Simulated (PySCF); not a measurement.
Unknown compound

An unknown has the formula C5H6N2Si2. Its calculated NMR data are:

¹H NMR (600 MHz, computed): δ 4.87 (m, 1H), 4.58 (m, 1H), 4.27 (d, 3H), 1.16 (m, 1H).

¹³C{¹H} NMR (computed): δ 122.3 (C), 111.1 (C), 91.7 (C), 87.5 (C), -7.4 (CH).

PySCF calculation with σ from GIAO-PBE0/pcSseg-1 and GFN2-xTB geometry; non-relativistic, a single conformation, one averaged value for each set of equivalent atoms, isolated molecule.

References, each an isolated molecule treated in the same way: ¹H (σ = 31.72 ppm) and ¹³C (σ = 186.93 ppm) vs TMS.

Propose a structure and justify it.

## Answers


- The formula gives 6 degrees of unsaturation (no ring in the answer).
- 5 carbon signals for 5 carbons: no two carbons are equivalent.
- Carbon types of the structure: 4 × C, 1 × CH, leaving 5 H on heteroatoms.
- δC 122.3, 111.1: nitrile carbon; typical of a nitrile.
- δC 91.7, 87.5: alkyne carbon; sp carbons lie upfield of alkene carbons because the cylindrical π system leaves one tensor component strongly shielded.
- δC -7.4: sp3 CH bonded to 2 Si, α to a nitrile; an electropositive neighbour leaves it electron-rich and shielded.
- δH 4.87, 4.58: hydrogen on a silicon bonded to 2 C.
- δH 4.27: hydrogen on a silicon bonded to C.
- δH 1.16: hydrogen on an sp3 CH bonded to 2 Si, α to a nitrile.

The compound is `N#CC#C[SiH2][C@H]([SiH3])C#N`.

The data come from this structure; uniqueness wasn't tested.

Shifts are as computed. Against solution values, carbons near 30 ppm lie about +3 ppm off and those near 130 ppm about +5 ppm. Of 1309 compounds with measured shifts, 239 miss one by over three times the rms of a fit or turn the order of signals round; such compounds aren't used in these exercises. No couplings were computed; multiplicities are counted from neighbouring protons, with m where these are inequivalent, close in shift, in a saturated or five-membered ring or joined by F or P, and br s for small geminal =CH2 splittings.
